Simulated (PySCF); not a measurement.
# Computed records: AlBH3O2

All values are calculated (PySCF 2.14.0). Calculation on a computer-drawn molecule: the log of a Hartree-Fock and frozen-core CCSD(T) single point meant for a local Hartree-Fock minimum, with one planted fault or none, to be diagnosed. Offsets are logged minus clean, where the clean run is the same molecule without the fault. The reference is restricted for singlets and unrestricted otherwise, and also for a bond in bohr or an excited solution. Adding or removing an electron swaps singlet and doublet. The excited solution moves the top pair (singlet) or top alpha electron (doublet) to the lowest empty orbital. Highest occupied and lowest empty are orbital energies over both spins, largest force is the largest gradient component, triples share is (T) over the correlation energy, the T1 limit is 0.02 restricted and 0.045 unrestricted, electrons count all cores, a negative frequency is imaginary (commonest isotopes), and the dipole is about the centre of nuclear charge.

```xyz
7
formula=AlBH3O2 meant_charge=-1 meant_multiplicity=1 meant_basis=aug-cc-pV(D+d)Z logged_electrons=38 logged_basis_functions=128 logged_SCF_converged=yes logged_spin_squared=0 logged_highest_occupied=-5.7027 logged_lowest_empty=3.1762 logged_largest_force=0.22894 logged_T1_diagnostic=0.014707 logged_D1_diagnostic=0.035732 logged_triples_share=0.028194 logged_CC_converged=yes logged_dipole_magnitude=2.3524 logged_SCF_stable_within_its_kind=yes logged_energy_HF=-418.17667 logged_energy_CCSD(T)=-418.77181 possible_faults=no_fault,one_electron_removed,one_electron_added,multiplicity_raised_by_two,geometry_at_a_saddle_point,SCF_held_on_an_excited_solution,minimal_basis_STO-3G,one_bond_length_entered_in_bohr,all_coordinates_scaled planted_fault=all_coordinates_scaled,by_-9.4_% HF_energy_offset_from_clean_run=48.09 CCSD(T)_energy_offset_from_clean_run=58.52
O     -2.4937     1.7048     0.6043
B     -1.6162     1.2116     0.1760
Al    -0.0030     0.2831    -0.6037
O      1.3161     0.9205     0.0370
H     -0.1482    -1.1461    -0.2506
H     -0.0096     0.5124    -2.0542
H      1.4980     0.7398     0.8487
```

Units: logged_highest_occupied, logged_lowest_empty in eV; logged_largest_force in hartree/bohr; logged_dipole_magnitude in debye; logged_energy_HF, logged_energy_CCSD(T) in hartree; HF_energy_offset_from_clean_run, CCSD(T)_energy_offset_from_clean_run in kcal/mol.

Drawn bonds:
```tsv
atom	other atom	order
1	2	2
2	3	1
3	4	1
3	5	1
3	6	1
4	7	1
```
